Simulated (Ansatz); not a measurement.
PtS₂⁺, relaxed as a doublet with UKS r2SCAN-D4/def2-TZVP in Ansatz, starting from the GFN2-xTB geometry. Force threshold 0.02 eV/Å.

In the def2 sets Pt takes a core potential; there is no spin–orbit coupling. The charge 1 doublet is spin-contaminated (final ⟨S²⟩ up to 1.55, 0.75 for a pure state). Another isomer (doublet) lies 1.44 eV lower at PBE0-D4/def2-TZVP; other spin states weren't run for this one.

Start:

```csv
atom,x (Å),y (Å),z (Å)
Pt1,0.030,-0.556,-0.254
S2,-0.940,-0.453,1.618
S3,0.910,1.009,-1.364
```

(1) Estimate the energy that the relaxation releases and the steps that it takes.

(2) Does the start keep its bonding and symmetry?

(3) Predict the relaxed structure.

Answers

(1) 0.07 eV, in 3 steps; 9 s on 4 threads of Arm Neoverse V2 on a shared host. No frequencies were taken in this run, so the end may be a saddle point.

(2) By distances, no bond broke or formed. The bond that changes most is Pt1–S2, from 2.11 to 2.08 Å (atoms count from 1). Point group C2v at the start, C2v at the end, both within 0.05 Å.

(3) 
```tsv
atom	x (Å)	y (Å)	z (Å)
Pt1	0.034	-0.644	-0.293
S2	-0.888	-0.367	1.549
S3	0.854	1.010	-1.256
```
Bond lengths: 2 × Pt–S 2.08 Å.
